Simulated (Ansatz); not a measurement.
Isolated molecules relaxed with PBE0-D4/def2-TZVP in Ansatz; ΔE leaves out vibrations. CBS: MP2 limit from def2 TZ/QZ plus the TZ coupled-cluster correction, frozen cores. Functionals use def2-TZVPP. HSE06 is defined as in plane-wave codes. For Ge outer-core shells are correlated without core-valence functions, which leaves a few kJ/mol of doubt a bond. Scalar relativity is left out up to krypton. Each species was taken in one conformer, which may not be the lowest.

`C=C[CH2][Ge]([CH3])([F])[O]C` + `CCNC` → `CC[N](C)[Ge]([CH3])([F])[O]C` + `C=CC`  (ligand exchange at a Ge–C bond)

`C=C[CH2][Ge]([CH3])([F])[O]C`:

Z-matrix (Å, degrees):
```
C
C 1 1.488
Ge 1 1.958 2 111.2
H 1 1.092 2 111.5 3 -118.7
H 1 1.094 2 111.7 3 120.0
C 2 1.327 1 125.3 3 100.2
H 2 1.089 1 116.1 3 -78.0
C 3 1.926 1 118.9 2 38.4
F 3 1.749 1 104.5 2 -82.3
O 3 1.769 1 111.7 2 163.9
H 6 1.085 2 121.5 1 1.4
H 6 1.083 2 121.3 1 -178.4
H 8 1.090 3 110.0 1 -57.3
H 8 1.091 3 110.2 1 63.2
H 8 1.090 3 109.0 1 -177.2
C 10 1.409 3 120.2 1 53.4
H 16 1.092 10 108.0 3 179.1
H 16 1.096 10 111.9 3 60.0
H 16 1.098 10 112.1 3 -62.1
```

`CCNC`:

Z-matrix (Å, degrees):
```
C
C 1 1.514
H 1 1.092 2 110.6
H 1 1.092 2 111.0 3 120.6
H 1 1.094 2 111.0 3 -119.8
N 2 1.447 1 111.2 3 57.6
H 2 1.096 1 109.7 3 -61.5
H 2 1.106 1 109.7 3 -177.6
C 6 1.445 2 113.2 1 177.3
H 6 1.013 2 109.3 1 54.5
H 9 1.104 6 114.0 2 -54.9
H 9 1.094 6 109.5 2 65.4
H 9 1.092 6 109.9 2 -176.7
```

`CC[N](C)[Ge]([CH3])([F])[O]C`:

Cartesian coordinates in Å:
```
C -0.716 -2.517 0.001
C -0.084 -1.673 1.088
N 0.396 -0.383 0.637
C 1.062 0.353 1.689
Ge -0.416 0.572 -0.683
C -2.260 1.107 -0.509
F -0.285 -0.376 -2.142
O 0.548 2.024 -0.948
C 1.861 1.911 -1.457
H -0.027 -2.674 -0.830
H -1.623 -2.058 -0.403
H -1.001 -3.489 0.410
H 0.774 -2.219 1.507
H -0.798 -1.554 1.921
H 0.428 0.482 2.580
H 1.968 -0.177 2.008
H 1.356 1.345 1.342
H -2.893 0.236 -0.335
H -2.579 1.606 -1.424
H -2.364 1.796 0.330
H 1.869 1.460 -2.454
H 2.279 2.918 -1.525
H 2.506 1.311 -0.804
```

`C=CC`:

Z-matrix (Å, degrees):
```
C
C 1 1.490
H 1 1.095 2 111.0
H 1 1.095 2 111.0 3 118.3
H 1 1.092 2 111.5 3 -120.8
C 2 1.325 1 125.1 3 120.8
H 2 1.088 1 116.2 3 -59.2
H 6 1.084 2 121.6 1 -180.0
H 6 1.086 2 121.4 1 0.0
```

```csv
level,ΔE (kcal/mol)
HSE06,-2.9
CCSD(T)/def2-SVP,-8.0
```

(1) What does CCSD(T)/CBS give? (Estimate.)

Largest T1 diagnostic among the species: 0.011.

## Answers

(1) Ansatz gave: -5.3 kcal/mol. The listed levels differ from it by 2.4, -2.7 kcal/mol.

At CCSD(T), def2-SVP lies −2.7 kcal/mol from the extrapolated value and def2-TZVPP −0.8 kcal/mol. From PBE to PBE0 (25 % exact exchange), in def2-TZVPP and without D4, ΔE moves by −0.7 kcal/mol. Leaving LDA and LC-ωPBE aside and taking each functional with its dispersion term where it has one, the values, not all of them listed here, spread over 2.4 kcal/mol, from BHLYP-D4 to PBE-D4. LDA lies −3.2 kcal/mol from PBE without D4.
